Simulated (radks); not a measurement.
All-electron atom: the lutetium ion Lu18+ in [Kr] 4d10 4f7.

All-electron calculation, non-relativistic Kohn-Sham, LDA (Slater exchange, Perdew-Wang correlation), spin-unpolarised, spherical densities, point nucleus; relativity is left out, which matters for an element this heavy. Program: a radial shooting solver on a logarithmic mesh with Libxc functionals.

Energy parts (hartree):
part                       energy
total                 -13729.3879
kinetic                13724.9010
electron-nucleus      -31792.5708
Hartree                 4599.6265
exchange-correlation    -261.3446

Orbitals (lengths in bohr, moments of r in powers of bohr; <r^-3> diverges for s and p1/2):
orbital  occ.  eigenvalue (hartree)  <r^-3>       <r^4>
1s          2             -2163.682       -   9.366e-07
2s          2             -366.2039       -   0.0001542
2p          6             -351.1295   12440  0.00009733
3s          2             -95.32976       -    0.005449
3p          6             -88.41103    2630    0.004888
3d         10             -75.47022   459.7    0.003371
4s          2             -31.02695       -      0.1155
4p          6             -28.15079   637.6      0.1244
4d         10             -22.91890   99.39      0.1444
4f          7             -16.12233   21.40      0.1859

The highest occupied level is 4f at -438.71 eV. Summed over all electrons, <r^2> = 8.633 bohr^2, which gives a Langevin (diamagnetic) susceptibility term of -6.84 x 10^-6 cm^3/mol. The density falls to 0.001 e/bohr^3 at r = 1.58 bohr. The electron density at the nucleus is 2.553e+05 e/bohr^3. For comparison, the ionisation energy in NIST's Atomic Spectra Database is 476 eV (theoretical). In exact Kohn-Sham theory the highest level is minus the ionisation energy, but local and semilocal functionals leave it too shallow, through self-interaction and a potential that decays too fast; potentials with the right tail come closer.

Beside tabulated values, note that spin-unpolarised runs miss the spin-polarisation part of the exchange energy of open shells.
